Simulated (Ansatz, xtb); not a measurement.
CH8ClNSi2: which of two isomers lies lower

Structure a: `C[SiH2]N[SiH2]Cl`, a singlet. Structure b: `CN([SiH3])[SiH2]Cl`, a singlet. Both are isolated molecules in the gas phase, relaxed with PBE0-D3(BJ)/def2-SVP; each stands in its lowest conformer found.

**Question.** Estimate E(b) − E(a) at the level CCSD(T)/def2-SVP + ΔMP2/def2-TZVPP.

**Answer.** Calculated at CCSD(T)/def2-SVP + ΔMP2/def2-TZVPP: E(b) − E(a) = +19.5 kcal/mol, so structure a lies lower.

The same difference at several levels:

```tsv
level	geometry	E(b) − E(a) (kcal/mol)	departure from the last row (kcal/mol)	job, with rough time for the two
PBE0-D3(BJ)/def2-SVP	PBE0-D3(BJ)/def2-SVP	+18.5	−1.0	optimisation, 1.8 min
HF/def2-SVP	PBE0-D3(BJ)/def2-SVP	+17.7	−1.8	part of the CCSD(T) run
MP2/def2-SVP	PBE0-D3(BJ)/def2-SVP	+17.5	−2.1	part of the CCSD(T) run
CCSD(T)/def2-SVP	PBE0-D3(BJ)/def2-SVP	+16.3	−3.3	single point
CCSD(T)/def2-SVP + ΔMP2/def2-TZVPP	PBE0-D3(BJ)/def2-SVP	+19.5		single point, 26 s
```

As drawn, b has 1 C–N, 1 Si–H in place of 1 C–Si, 1 N–H.

None of the levels shown reverses the order. The largest departure from CCSD(T)/def2-SVP + ΔMP2/def2-TZVPP is that of CCSD(T)/def2-SVP, 3.3 kcal/mol. Levels run at GFN2-xTB geometries aren't shown. The last row adds to CCSD(T) the change of the MP2 difference between the two basis sets, here +3.3 kcal/mol, a large step that makes the value less sure.

With thermal terms from frequencies at re-optimised GFN2-xTB minima (ideal gas, soft modes damped towards free rotors, one conformer each, 298.15 K, 1 atm): the zero-point term adds −0.6 kcal/mol; ΔH is +18.6 and ΔG +19.2 kcal/mol.

The correlated steps freeze 17 core orbitals. Run with Ansatz 0.2.0, xtb 6.7.1; the last row on 2 threads of Intel(R) Xeon(R) 6975P-C (Granite Rapids) on a shared host.
